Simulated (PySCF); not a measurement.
Compound: C₉H₉F.
SMILES with atom numbers: `[CH2:1]=[CH:2][c:3]1[cH:4][cH:5][c:6]([CH2:7][F:8])[cH:9][cH:10]1` (hydrogens: H11, H12 on C1; H13 on C2; H14 on C4; H15 on C5; H16, H17 on C7; H18 on C9; H19 on C10)

A GFN2-xTB structure was refined with PySCF, PBE0-D3(BJ)/def2-SVP geometry optimisation, gas phase. Its GFN2-xTB values:

```json
{"coordinate": "C1=C2", "GFN2-xTB": "1.328 Å"}
{"coordinate": "C1–H11", "GFN2-xTB": "1.077 Å"}
{"coordinate": "C1–H12", "GFN2-xTB": "1.077 Å"}
{"coordinate": "C2–C3", "GFN2-xTB": "1.458 Å"}
{"coordinate": "C2–H13", "GFN2-xTB": "1.084 Å"}
{"coordinate": "C3–C4", "GFN2-xTB": "1.394 Å"}
{"coordinate": "C4–C5", "GFN2-xTB": "1.381 Å"}
{"coordinate": "C4–H14", "GFN2-xTB": "1.079 Å"}
{"coordinate": "C5–C6", "GFN2-xTB": "1.388 Å"}
{"coordinate": "C5–H15", "GFN2-xTB": "1.080 Å"}
{"coordinate": "C6–C7", "GFN2-xTB": "1.503 Å"}
{"coordinate": "C7–F8", "GFN2-xTB": "1.371 Å"}
{"coordinate": "C7–H16", "GFN2-xTB": "1.097 Å"}
{"coordinate": "C1–C2–C3", "GFN2-xTB": "126.8°"}
{"coordinate": "C2–C3–C10", "GFN2-xTB": "118.9°"}
{"coordinate": "C3–C4–C5", "GFN2-xTB": "121.0°"}
{"coordinate": "C4–C3–C10", "GFN2-xTB": "117.9°"}
{"coordinate": "C5–C6–C7", "GFN2-xTB": "121.8°"}
{"coordinate": "C5–C6–C9", "GFN2-xTB": "119.1°"}
{"coordinate": "C6–C7–F8", "GFN2-xTB": "112.3°"}
{"coordinate": "C7–C6–C9", "GFN2-xTB": "119.2°"}
{"coordinate": "C1–C2–C3–C4", "GFN2-xTB": "-5°"}
```

Problem. How do these coordinates change at the PBE0-D3(BJ)/def2-SVP level?

Solution. 
```csv
coordinate,PBE0-D3(BJ)/def2-SVP (Å or °),change
C1–H11,1.094,+0.017
C1–H12,1.092,+0.015
C4–H14,1.092,+0.013
C2–H13,1.096,+0.012
C5–H15,1.091,+0.011
C1=C2,1.338,+0.010
C2–C3,1.468,+0.010
C5–C6,1.397,+0.009
C3–C4,1.403,+0.009
C4–C5,1.390,+0.009
C7–H16,1.105,+0.008
C7–F8,1.369,-0.002
C6–C7,1.502,-0.001
C7–C6–C9,120.3,+1.1
C5–C6–C7,120.9,-0.9
C6–C7–F8,111.7,-0.6
C1–C2–C3,127.3,+0.5
C2–C3–C10,119.2,+0.3
C4–C3–C10,117.6,-0.3
C5–C6–C9,118.8,-0.3
C3–C4–C5,121.2,+0.2
C1–C2–C3–C4,-3,+2
```

The energy falls by 0.054 eV over 7 energy and gradient evaluations, the largest force component goes from 0.0111 to 2.5e-04 Eh/bohr, and the atoms move by 0.028 Å rms after alignment. The bond that changes most is C1–H11 (terminal =CH2 carbon to vinylic hydrogen), which lengthens by 0.017 Å. Bonds longer at the end by more than 0.005 Å: 17 of 19; shorter: 0. Rotational constants go from 4029, 689.5, 591.2 to 3962, 685.2, 586.5 MHz.

The run used 185 basis functions and 45 SCF cycles in all. Rough CPU time on one thread of a shared machine: about 2.2 min.

PBE0-D3(BJ)/def2-SVP frequencies: not computed here. One conformer, not necessarily the lowest.

The values belong to the conformer `[CH2:1]=[CH:2][c:3]1[cH:4][cH:5][c:6]([CH2:7][F:8])[cH:9][cH:10]1`: C1–C2–C3–C4 -3°, C5–C6–C7–F8 -4°.
